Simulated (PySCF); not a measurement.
## C4H6Ge: core ionisation energies

Species: C₄H₆Ge.
Geometry (PBE0-D3(BJ)/def2-SVP, Å), atoms numbered from 1 in this order:
```xyz
11
C4H6Ge angstrom
C     -1.043    0.755   -0.436
C      0.177    1.320   -0.342
Ge     1.396   -0.052    0.300
C     -0.076   -1.322    0.358
C     -1.180   -0.669   -0.058
H     -1.928    1.304   -0.778
H      0.370    2.363   -0.600
H      2.031    0.249    1.670
H      2.510   -0.423   -0.697
H     -0.084   -2.371    0.657
H     -2.164   -1.147   -0.125
```

Computed, not measured: PySCF 2.14.0, delta-SCF UKS SCAN, pcX-2 on the ionised atom, pcseg-1 elsewhere, spin-free X2C. Each binding energy is the total energy of the core-ionised species, with the hole localised on one atom, minus that of the ground state; both are solved self-consistently, so orbital relaxation is included.

**Question.** What binding energy does each computed site have?

**Answer.** 
| atom(s) | environment | level | binding energy (eV) | above the level's lowest (eV) | count |
| --- | --- | --- | --- | --- | --- |
| C2/C4 | alkene CH carbon | C 1s | 289.67 | 0.00 | 2 |
| C1/C5 | alkene CH carbon | C 1s | 290.49 | +0.82 | 2 |

The listed C 1s values span 0.82 eV, from C2/C4 (bonded to C (double bond), H and Ge) to C1/C5 (bonded to C (double bond), C and H).

**Question.** Which photon energy gives electrons from C 1s of C1/C5 a kinetic energy of 200 eV, and what is their de Broglie wavelength?

**Answer.** hν = 290.49 + 200 = 490.49 eV, recoil neglected; λ = 12.264 Å/√(E/eV) = 0.87 Å.

**Question.** What is the longest wavelength that can ionise C 1s of C1/C5 vertically?

**Answer.** λ = hc/E = 12398.42 eV Å / 290.49 eV = 42.681 Å.

Atoms equivalent by their bonding share one computed value, that of the first of them. Spin contamination (⟨S²⟩ against 0.75 for a pure doublet) is marked for C 1s of C1/C5 (0.92), which makes this value less certain. No level of germanium is listed. Geometry: PBE0-D3(BJ)/def2-SVP; no solvent, vibrations or thermal averaging.
